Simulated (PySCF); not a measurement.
H2O2S2, SMILES OSSO. Atoms are numbered in the order given.

```xyz
6

O      1.8568     0.4196    -0.6945
S      0.9207    -0.4141     0.4427
S     -0.9207     0.4141     0.4427
O     -1.8568    -0.4196    -0.6945
H      1.7944    -0.0745    -1.5273
H     -1.7944     0.0745    -1.5273
```
Charge 0, spin multiplicity 1.

Geometry: B3LYP-D3(BJ)/def2-SVP. Other conformers were not sampled.

The numbers are results of PBE0/def2-TZVPD (PySCF), not measurements.

Isolated molecule, no solvent.

Computed frontier levels, gap, dipole moment and polarisability:
```json
{
 "highest_occupied_level": "-7.56 eV",
 "lowest_empty_level": "-1.03 eV",
 "orbital_gap": "6.53 eV",
 "dipole_moment": "2.19 D",
 "quadrupole, principal values (traceless, Buckingham form, about the centre of nuclear charge)": "-10.11, 2.20, 7.91 D·Å",
 "mean_static_polarisability": "56.1 bohr³ (8.31 Å³)",
 "polarisability_principal_values": "44.4, 50.1, 73.8 bohr³"
}
```
